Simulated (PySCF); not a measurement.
Compound: C₅H₈F₂O.
Cartesian coordinates in Å at the GFN2-xTB level; atoms count from 1:
```xyz
16
C5H8F2O angstrom
F      3.470   -0.136   -0.517
C      2.322    0.412   -0.094
F      2.426    0.482    1.265
O      1.302   -0.363   -0.487
C      0.012    0.232   -0.386
C     -1.099   -0.679   -0.918
C     -1.893   -0.443    0.377
C     -0.653    0.216    1.001
H      2.274    1.460   -0.458
H      0.039    1.228   -0.848
H     -1.569   -0.363   -1.846
H     -0.741   -1.699   -1.021
H     -2.720    0.252    0.244
H     -2.256   -1.336    0.878
H     -0.797    1.186    1.470
H     -0.123   -0.440    1.687
```

Level of theory: TDDFT PBE0/def2-SVPD, vertical, gas phase, core orbitals frozen in the response in PySCF.

Kohn–Sham orbitals with the atoms that hold most of them (Löwdin shares over 4%, at most four atoms; ? is withheld):

```csv
orbital,ε (eV),atoms
HOMO-3,-9.99,"C6 27%, C7 26%, O4 15%, H13 6%"
HOMO-2,-9.57,"C7 22%, C8 15%, C6 12%, H13 9%"
HOMO-1,-9.09,?
HOMO,-8.50,?
LUMO,0.60,"H10 18%, C5 13%, H9 9%, H15 9%"
LUMO+1,0.86,"C7 17%, H14 13%, C6 8%, H12 7%"
LUMO+2,1.31,"C8 12%, H11 11%, H15 11%, H16 9%"
```

(1) Which atoms hold the HOMO, and with what shares?

(2) Give the leading atoms of the HOMO-1.

(3) How does S1 compare with the orbital gap of 9.10 eV?

(4) Give energy, strength and leading configuration of S1, S2, S3 and S4, and follow the Löwdin shares of the leading atoms from the occupied to the empty orbital.

## Answers

(1) O4 (bonded to 2 C) 34%; C8 (bonded to 2 C and 2 H) 17%; C5 (bonded to 2 C, O and H) 16%; C6 (bonded to 2 C and 2 H) 7%. By element: carbon 40% or more, oxygen 34%.

(2) C6 (bonded to 2 C and 2 H) 18%; C8 (bonded to 2 C and 2 H) 18%; C5 (bonded to 2 C, O and H) 16%; C7 (bonded to 2 C and 2 H) 15%.

(3) S1 is at 7.88 eV (f = 0.027), 1.23 eV below the gap, made of HOMO→LUMO (95%). Without the coupling terms of the response equations the lowest excitation would equal the gap.

(4) 
- S1 (7.88 eV, f 0.027), HOMO→LUMO (95%): O4 34% → at most 9%, C8 17% → at most 9%, H10 at most 7% → 18%, C5 16% → 13%
- S2 (8.17 eV, f 0.0076), HOMO→LUMO+1 (92%): O4 34% → at most 8%, C8 17% → at most 8%, C7 at most 7% → 17%, H14 at most 7% → 13%
- S3 (8.47 eV, f 0.028), HOMO-1→LUMO (97%): C6 18% → at most 9%, C8 18% → at most 9%, H10 at most 15% → 18%, C5 16% → 13%
- S4 (8.70 eV, f 0.0081), HOMO-1→LUMO+1 (92%): C6 18% → 8%, C8 18% → at most 8%, C7 15% → 17%, H14 at most 15% → 13%

One conformer stands for the species.
